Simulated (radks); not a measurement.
The numbers below are computed, except where a source is named.
All-electron atom: the ytterbium ion Yb2+ in [Xe] 4f14. Code: a radial shooting solver on a logarithmic mesh with Libxc functionals. Model: Dirac Kohn-Sham, LDA (Slater exchange, VWN5 correlation), spin-unpolarised, spherical densities, finite nucleus; Fermi nuclear charge, rms radius 5.3108 fm.

Normalised radial functions P(r) = r R(r) (large component), r in bohr:

r,5p1/2
0.0009701,0.0042
0.001315,0.0059
0.001782,0.0084
0.002415,0.0121
0.003273,0.0177
0.004436,0.0261
0.006011,0.0389
0.008082,0.0572
0.01095,0.0841
0.01485,0.1204
0.02012,0.1647
0.02727,0.2088
0.03695,0.2334
0.05008,0.2062
0.06788,0.0945
0.09199,-0.0998
0.1247,-0.2906
0.169,-0.3095
0.229,-0.0419
0.3103,0.3582
0.4206,0.4817
0.57,0.0894
0.7725,-0.5522
1.039,-0.9491
1.408,-0.9072
1.908,-0.5750
2.586,-0.2427
3.504,-0.0629
4.749,-0.0087
6.436,-0.0005
8.723,0.0000

5p1/2: eigenvalue -46.855 eV, 3 radial nodes at r = 0.0796, 0.236, 0.596 bohr, <r> = 1.36 bohr, 90 % of the charge inside 2.01 bohr.
